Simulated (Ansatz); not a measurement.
`[NH2][AlH][SiH](F)[SiH3]` and `F[SiH]([SiH3])C[SiH3]` differ in one atom or group.

Ansatz, PBE0-D4/def2-TZVP geometries, multiplicity 1. Each molecule was computed in one conformer, which needn't be the lowest.

```tsv
property	`[NH2][AlH][SiH](F)[SiH3]`
HOMO–LUMO gap (B3LYP/def2-TZVPP) / eV	5.52
LUMO energy (ωB97M-V/def2-TZVPP) / eV	0.24
HOMO energy (PBE0/def2-TZVPP) / eV	-7.28
HOMO–LUMO gap (PBE0/def2-TZVPP) / eV	5.87
HOMO energy (B3LYP/def2-TZVPP) / eV	-7.08
HOMO energy (PBE/def2-TZVPP) / eV	-6.18
```

Question: Give the same properties after the change, and the shifts. (Estimate.)

Answer: Computed: 
| property | `F[SiH]([SiH3])C[SiH3]` | shift |
| --- | --- | --- |
| HOMO–LUMO gap (B3LYP/def2-TZVPP) / eV | 7.35 | 1.83 |
| LUMO energy (ωB97M-V/def2-TZVPP) / eV | 1.33 | 1.09 |
| HOMO energy (PBE0/def2-TZVPP) / eV | -8.15 | -0.87 |
| HOMO–LUMO gap (PBE0/def2-TZVPP) / eV | 7.69 | 1.82 |
| HOMO energy (B3LYP/def2-TZVPP) / eV | -7.95 | -0.87 |
| HOMO energy (PBE/def2-TZVPP) / eV | -6.96 | -0.78 |

With PBE0 the HOMO falls by 0.87 eV and the LUMO rises by 0.94 eV, so the gap widens by about 1.81 eV. PBE moves the HOMO by -0.78 eV and ωB97M-V by -0.98 eV.

B3LYP here is the variant with VWN-RPA as its local correlation; programs differ in this.
